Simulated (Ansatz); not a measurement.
A structure relaxed at PBE-D4/def2-TZVPD in Ansatz, charge -1, doublet:

```csv
atom,x (Å),y (Å),z (Å)
Pd1,0.1027,-0.1182,0.8825
Pd2,0.6718,0.9106,-1.5961
Pd3,-1.2496,-0.7414,-1.1525
H4,1.2114,0.9783,-0.0404
H5,-0.7364,-1.0293,1.9065
```

**Question.** Give its formula and point group.

**Answer.** Pd₃H₂⁻. Point group Cs (tolerance 0.1 Å).

**Question.** Summarise the bond lengths by kind (pairs closer than 1.2 times the sum of covalent radii, bridged metal pairs left out).

**Answer.** 2 × Pd–Pd 2.52 to 2.57 Å; 3 × H–Pd 1.61 to 1.81 Å.

In the def2 sets Pd takes a core potential; there is no spin–orbit coupling. The highest occupied level of the charge -1 doublet lies above zero (up to 0.23 eV). The electron is either unbound and held by the finite basis, or the level is raised by self-interaction error. The structure comes from a short search, and lower isomers may exist.
